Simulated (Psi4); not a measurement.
The Psi4 input:
```
memory 2 GB

molecule mol {
1 2
  Si    0.824461    1.131117    1.473830
  Si    1.910822   -0.586959    0.192175
  Si    0.235126   -1.736581   -1.012389
  Si   -1.762130   -0.488659   -0.831353
  Si   -1.202087    1.631203    0.148104
  H    -0.627280   -0.149336    5.417994
  H     1.506274    2.396215    1.741714
  H     2.675420   -1.348079    1.180941
  H     2.889947    0.125261   -0.633459
  H     0.048459   -3.079753   -0.460142
  H     0.624236   -1.872940   -2.417307
  H    -2.771281   -1.061033    0.063915
  H    -2.453498   -0.144272   -2.074384
  H    -0.799431    2.666500   -0.806256
  H    -2.147348    2.312102    1.031272
}

set basis sto-3g
set reference uhf
set stability_analysis follow
set scf_type pk

energy('scf')
print_variables()
```

Question: What does this run give for the <S^2>, nuclear repulsion energy, total energy, number of basis functions?

Answer: 
* **<S^2>**: 0.750
* **nuclear repulsion energy**: 478.2183 Eh
* **total energy**: -1433.5793 Eh
* **number of basis functions**: 55

These values belong to the state on which the SCF converged, which isn't shown to be the lowest.
